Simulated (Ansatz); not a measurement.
`CC[O][Ge]([F])([F])[O]CC` → 4 C• + 2 F• + Ge• + 10 H• + 2 O•  (atomization)

Calculated with Ansatz (gas phase, PBE0-D4/def2-TZVP geometries, no zero-point term in ΔE). CBS: MP2 limit from def2 TZ/QZ plus the TZ coupled-cluster correction, frozen cores. This one scheme is used for every species, atoms too. For atomizations the MP2-based limit and the directly extrapolated one differ by several kJ/mol either way, and by 10 to 25 for some Ge, Se and Sn compounds, so smaller differences from it don't rank the levels. DFT in def2-TZVPP. Open shells (•) are unrestricted, without spin–orbit coupling. Spin–orbit coupling would lower the free atoms: a little for C, F, O; clearly for Ge. Bonds to Ge are less sure, by a few kJ/mol each and by 10 to 20 or more in all where they break to atoms, as the def2 sets lack core-valence functions. Scalar relativity is left out up to krypton. One conformer a species, not always the lowest.

CCSD(T)/CBS gives +1796.4 kcal/mol.

Task: Another level gave +1827.3 kcal/mol. Which?
A. LC-ωPBE/def2-TZVPP
B. revPBE/def2-TZVPP
C. r2SCAN-D4/def2-TZVPP
D. PBE-D4/def2-TZVPP

Result: D. PBE-D4 1827.3, LC-ωPBE 1789.8, r2SCAN-D4 1797.2, revPBE 1748.2 kcal/mol.

Largest T1 diagnostic among the species: 0.012.

In def2-TZVPP, CCSD(T) changes the Hartree–Fock value by +453.7 kcal/mol (the triples alone add +27.2 kcal/mol) and MP2 by +492.6 kcal/mol; breaking electron pairs costs correlation energy, which Hartree–Fock lacks. From PBE to PBE0 (25 % exact exchange), in def2-TZVPP and without D4, ΔE moves by −35.8 kcal/mol: exact exchange takes away binding that semilocal exchange gives to molecules.
